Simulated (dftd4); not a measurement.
C₃H₇ (SMILES C[CH]C), doublet, at a GFN2-xTB geometry; D4 for pbe0 run with dftd4.

Input for dftd4:
```
$ dftd4 mol.xyz --func pbe0 --charge 0 --json dftd4.json --noedisp --property

# file mol.xyz
10

C     -0.08073437     0.51425383     0.00202403
C      0.04477701    -0.19753283     1.29093157
C      0.04445320    -0.18802225    -1.29225504
H     -0.46360008     1.52072873     0.00525132
H      0.40419944     0.47041680     2.07407067
H      0.43018374     0.47888266    -2.06403124
H     -0.92265236    -0.59238384     1.63168364
H      0.72527311    -1.04407116     1.20462375
H      0.70335913    -1.05117986    -1.20587517
H     -0.92773804    -0.55458579    -1.64992641
```

Task: Predict the main parts of the log of this dftd4 run.

Result: 
```
                    ____  _____ _____     ____  _  _
      -------------|  _ \|  ___|_   _|---|  _ \| || |------------
     |             | | | | |_    | | ___ | | | | || |_           |
     |             | |_| |  _|   | ||___|| |_| |__   _|          |
     |             |____/|_|     |_|     |____/   |_|            |
     |             ===================================           |
     |            E. Caldeweyher, S. Ehlert & S. Grimme          |
     |          Mulliken Center for Theoretical Chemistry        |
     |                    University of Bonn                     |
      -----------------------------------------------------------

Rational (Becke-Johnson) damping: pbe0-D4-ATM
---------------------
  s6         1.0000
  s8         1.2007
  s9         1.0000
  a1         0.4009
  a2         5.0293
 alp        16.0000
--------------------

Atomic data, radii in Ångström:
------------------------------------------------------
   Z          R(cov)      r4/r2   hardness         EN
------------------------------------------------------
   6 C        1.0000     1.6431     0.4220     2.5500
   1 H        0.4267     1.0622     0.4726     2.2000
------------------------------------------------------

Atomic reference systems (in atomic units):
----------------------------------------------------------------------------
   Z        #      CN     q+Z       C6(AA)   #      CN     q+Z       C6(AA)
----------------------------------------------------------------------------
   6 C      1  0.0000  6.0000      49.3833   2  0.9189  5.8288      52.1688
            3  1.9079  5.8579      35.6972   4  2.8312  5.7775      35.8445
            5  3.7487  5.7435      28.6317   6  2.9183  5.8956      32.2504
            7  0.8556  6.2103      25.6194
   1 H      1  0.0000  1.0000       7.6362   2  0.8942  1.0000       3.0374
----------------------------------------------------------------------------

Atomic properties (in atomic units):
----------------------------------------------------------------------------
     #    Z              CN          q      C6(AA)        C8(AA)   alpha(0)
----------------------------------------------------------------------------
     1    6 C        2.8821    -0.1801     34.4704      996.9433     9.5947
     2    6 C        3.7515    -0.2284     28.0872      812.3298     7.6484
     3    6 C        3.7515    -0.2284     28.0879      812.3504     7.6484
     4    1 H        0.9259     0.1043      1.7457       21.1028     2.0661
     5    1 H        0.9245     0.0873      1.9052       23.0306     2.1585
     6    1 H        0.9245     0.0874      1.9049       23.0266     2.1583
     7    1 H        0.9233     0.0880      1.8986       22.9512     2.1548
     8    1 H        0.9246     0.0909      1.8703       22.6085     2.1386
     9    1 H        0.9246     0.0909      1.8698       22.6029     2.1384
    10    1 H        0.9234     0.0879      1.8993       22.9591     2.1552
----------------------------------------------------------------------------

Molecular properties (in atomic units):
----------------------------------------
 molecular C6                 676.6316
 molecular C8               14814.2849
----------------------------------------

Dispersion energy:      -3.8126499458509E-03 Eh

[Info] JSON dump of results written to 'dftd4.json'
```
